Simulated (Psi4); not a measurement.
Ga, doublet. Base run: PBE0/def2-SVP (Psi4 1.11).

Geometry (Å):
```xyz
1

Ga     0.0000     0.0000     0.0000
```
Charge 0, spin multiplicity 2.
Orbitals are unrestricted.
All else is at Psi4's defaults (density fitting).

The base run was repeated with changes; each row names its change, and settings that it needs were set with it.

| change | basis functions | E (Eh) |
|---|---|---|
| base | 32 | -1924.30551 |
| basis = cc-pVTZ-DK; relativity = spin-free X2C (with scf_type pk) | 43 | -1943.58143 |
| basis = cc-pVDZ-DK; relativity = spin-free X2C (with scf_type pk) | 27 | -1943.49079 |
| basis = cc-pVDZ-DK; relativity = none (with scf_type pk) | 27 | -1914.61093 |
| basis = cc-pVTZ-DK; relativity = none (with scf_type pk) | 43 | -1913.60708 |

Total energies compare only within one method and basis.

Open shells are given as the SCF converged; they aren't shown to be the lowest states, and a large step between rows can be another state.

Basis sets contracted for a relativistic Hamiltonian are a mismatch without it, so the rows without relativity aren't non-relativistic limits. No row has spin-orbit coupling; sets with core potentials leave out the core electrons.
